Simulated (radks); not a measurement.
Problem. Valence configurations of neutral arsenic (all share [Ar]). All-electron calculation, scalar-relativistic Kohn-Sham, PBE, spin-polarised, spherical densities, finite nucleus; open shells are filled with parallel spins first; Fermi nuclear charge, rms radius 4.0968 fm. Program: a radial shooting solver on a logarithmic mesh with Libxc functionals. Order these by energy: 3d9 4s1 4p5; 3d10 4s1.5 4p3.5; 3d9.5 4s0.5 4p5; 3d9.5 4s2 4p3.5; 3d9 4s2 4p4; 3d10 4s1 4p4; 3d10 4s2 4p3; 3d8 4s2 4p5; 3d8.5 4s1.5 4p5; 3d10 4p5.

Solution. From the lowest, in eV above it: 3d10 4s2 4p3 0.000; 3d10 4s1.5 4p3.5 4.655; 3d10 4s1 4p4 9.334; 3d9.5 4s2 4p3.5 19.259; 3d10 4p5 20.567; 3d9.5 4s0.5 4p5 34.928; 3d9 4s2 4p4 40.594; 3d9 4s1 4p5 50.833; 3d8.5 4s1.5 4p5 69.394; 3d8 4s2 4p5 89.722. NIST lists [Ar] 3d10 4s2 4p3 as the ground configuration; this level of theory agrees among the configurations tried. The energies are those of spherical high-spin densities, not of single terms.
